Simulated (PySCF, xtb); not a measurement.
F₃S, SMILES F[S](F)F (connectivity only; charge and spin as stated), charge -1, multiplicity 1.

Harmonic wavenumbers (cm⁻¹) from GFN2-xTB run with xtb 6.7.1 at its own minimum, in rising order: 213, 273, 295, 438, 540, 637.

Task: What does PySCF with B3LYP-D3(BJ)/def2-SVPD give at its own minimum? (Estimate from the structure and the level; the computed values follow.)

Result: 243, 286, 335, 420, 474, 717. Paired by order, the mean absolute difference is 41 cm⁻¹ and the zero-point energies are 3.4 and 3.5 kcal/mol.
